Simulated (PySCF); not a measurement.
# Telling isomers of C₇H₁₁OP apart by NMR

[PySCF 2.14.0 with density-fitted response routines: geometry: GFN2-xTB; σ from GIAO-PBE0/pcSseg-1; averaged over atoms made equivalent by symmetry, fast rotation or ring inversion; non-relativistic; one conformer; gas phase]

Scale: $^{1}$H (31.72 ppm), $^{13}$C (186.93 ppm) against TMS (reference shieldings calculated alike). Splittings of carbon signals by F and P are missing where no couplings were computed. Where no couplings were computed, multiplicities follow the n + 1 count of equivalent neighbours, and m marks all less simple cases (inequivalent or close neighbours, rings, F or P nearby). Shifts are as computed. Against solution values, carbons near 30 ppm lie about +3 ppm off and those near 130 ppm about +5 ppm. Of 1211 compounds with measured shifts, 218 miss one by over three times the rms of a fit or turn the order of signals round; such compounds aren't used in these exercises.

(1) Tabulate the signals of `CC(C)(C)c1cpco1`, `C#CCP1CCOCC1`, `CCP1(=O)C=CCC=C1`, `C=CP1CCC(=O)CC1` and their relative energies.

(2) What is the quickest way to tell CCP1(=O)C=CCC=C1 from C=CP1CCC(=O)CC1?

(3) What is the quickest way to tell C#CCP1CCOCC1 from C=CP1CCC(=O)CC1?

(4) What is the quickest way to tell C#CCP1CCOCC1 from CCP1(=O)C=CCC=C1?

## Answers

(1) 
```tsv
SMILES	carbon types	δC	δH	E rel. (kcal/mol)
CC(C)(C)c1cpco1	2×C 2×CH 3×CH3	187.7, 177.8, 121.9, 37.5, 30.7	8.91 (m, 1H), 6.91 (m, 1H), 1.39 (s, 9H)	3.1
C#CCP1CCOCC1	1×C 1×CH 5×CH2	84.3, 76.1, 70.1, 32.7, 24.9	3.96 (m, 4H), 2.41 (m, 2H), 1.57 (m, 4H), 1.41 (t, 1H)	46.2
CCP1(=O)C=CCC=C1	4×CH 2×CH2 1×CH3	148.5, 133.6, 35.1, 32.0, 7.5	6.92 (m, 2H), 6.38 (m, 2H), 3.02 (m, 1H), 2.62 (m, 1H), 1.95 (m, 2H), 0.78 (m, 3H)	0.0
C=CP1CCC(=O)CC1	1×C 1×CH 5×CH2	215.1, 155.5, 130.9, 38.1, 23.7	6.73 (m, 1H), 6.20 (m, 1H), 5.72 (m, 1H), 2.49 (m, 4H), 1.90 (m, 4H)	8.7
```

Energies are electronic energies at PBE0/pcSseg-1 on these geometries, without zero-point or thermal terms, each for the one conformer computed, which needn't be the lowest.

(2) Both give the same number of carbon signals, but DEPT or the intensities differ. The first has a methyl carbon (CH3) at 7.5 ppm, the second a ketone carbonyl carbon (C) at 215.1 ppm. Their most deshielded carbons lie at 148.5 and 215.1 ppm.

(3) Both give the same number of carbon signals, with the same numbers of each carbon type, so the positions decide. The first has an alkyne carbon (C) at 84.3 ppm, the second a ketone carbonyl carbon (C) at 215.1 ppm. In the proton spectra the most deshielded non-exchanging signals are 3.96 (m, 4H) and 6.73 (m, 1H).

(4) Both give the same number of carbon signals, but DEPT or the intensities differ. The first has an alkyne carbon (C) at 84.3 ppm, the second an alkene CH at 148.5 ppm. In the proton spectra the most deshielded non-exchanging signals are 3.96 (m, 4H) and 6.92 (m, 2H).
